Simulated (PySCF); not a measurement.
## TeAs: energy against distance

Set-up: basis Te def2-SVP with ECP28, As def2-SVP; scalar-relativistic core potentials; PySCF 2.14. Energies in eV from Te + As in their ground configurations at the same level. State: ²Π (doublet), unpaired electrons π ↑.

All columns are PBE0. A positive dipole means Te(−)As(+).

```csv
R (Å),E (eV),μ (D),Mulliken charge on Te (basis-dependent),HOMO (eV),LUMO (eV),Mayer bond order,⟨S²⟩
2.029,-1.197,-0.54,0.03,-4.80,-3.06,2.36,0.75
2.123,-2.124,-0.37,0.00,-5.01,-3.27,2.35,0.75
2.217,-2.619,-0.18,-0.02,-5.20,-3.49,2.34,0.76
2.288,-2.785,-0.03,-0.03,-5.34,-3.64,2.33,0.76
2.359,-2.822,0.13,-0.04,-5.48,-3.79,2.31,0.77
2.430,-2.767,0.27,-0.05,-5.59,-3.93,2.25,0.82
2.524,-2.606,0.41,-0.06,-5.71,-4.03,2.04,1.00
2.642,-2.341,0.53,-0.06,-5.82,-4.07,1.76,1.24
2.784,-1.989,0.69,-0.07,-5.90,-4.05,1.49,1.45
2.972,-1.522,0.91,-0.08,-5.95,-3.99,1.21,1.65
```

A fit through these points gives, at Re = 2.348 Å, μ = 0.10 D and dμ/dR = 2.18 D/Å; the reduced mass is 47.52 u.

Task: How strong is the fundamental in the double-harmonic approximation, I = 42.26·(dμ/dR)²/μred km/mol?

Result: I = 42.26·(2.18)²/47.52 = 4.23 km/mol at PBE0.

⟨S²⟩ of the unrestricted solution departs from its pure value on part of the curve, where spin states mix. Spin–orbit coupling is left out, which matters for elements this heavy, above all for dissociation energies. The state is the lowest determinant that a PBE0 search found; another state may lie lower at other levels.
